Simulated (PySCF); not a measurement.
CH7ClOSi2, SMILES [SiH2](OC[SiH3])Cl. Atoms are numbered in the order given.

```xyz
12

Si    -2.5339     0.7907    -0.2912
C     -0.9340     0.1048    -1.0899
O     -0.3635    -0.9492    -0.3052
Si     0.7998    -0.7324     0.8714
Cl     2.4423     0.2712     0.0672
H     -3.1046     1.8747    -1.1667
H     -2.2212     1.3591     1.0657
H     -3.5386    -0.3156    -0.1371
H     -1.1759    -0.3115    -2.0921
H     -0.2013     0.9266    -1.2658
H      1.2016    -2.1046     1.2976
H      0.3102     0.1095     2.0128
```
Charge 0, spin multiplicity 1.

Geometry optimised at PBE-D3(BJ)/def2-SVP. This is a generated structure with no PubChem entry under its InChIKey; it may be hypothetical. Other conformers were not sampled.

Vertical ionisation energy (IE) and electron affinity (EA) in eV. Rows of orbital energies are one-electron estimates. Where ΔSCF, EOM or ADC give a negative EA the extra electron is unbound and the value depends on the basis.

| level | IE | EA |
|---|---|---|
| −ε(HOMO), −ε(LUMO), CAM-B3LYP/def2-TZVP (PySCF) | 9.39 | -1.13 |
| −ε(HOMO), −ε(LUMO), PBE/def2-TZVP (PySCF) | 6.61 | 0.78 |
